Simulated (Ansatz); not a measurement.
```xyz
14

B     0.307   -1.251    0.477
C     0.423    0.326    0.112
C     0.914    0.729   -1.263
C    -1.071    0.440    0.330
O    -1.309   -0.839    1.032
H     0.107   -2.003   -0.441
H     0.882   -1.708    1.432
H     0.959    0.892    0.881
H     0.777    1.797   -1.466
H     0.391    0.166   -2.042
H     1.980    0.514   -1.370
H    -1.645    0.365   -0.594
H    -1.457    1.267    0.931
H    -1.258   -0.696    1.982
```

Charge 0, multiplicity 1.

Problem. List the B3LYP/def2-TZVPP orbital energies in eV (Ansatz). (Best estimate.)

Solution. Ansatz gave: Occupied: -522.32, -278.74, -276.35, -276.13, -182.74, -29.55, -21.39, -18.93, -16.49, -15.66, -13.18, -12.74, -12.05, -11.63, -10.48, -10.27, -9.62, -8.97, -7.89, -7.40. Lowest empty: -0.27, 0.83, 1.55, 1.96, 2.43, 2.50, 2.81, 2.98.

B3LYP here is the variant with VWN-RPA as its local correlation; programs differ in this.
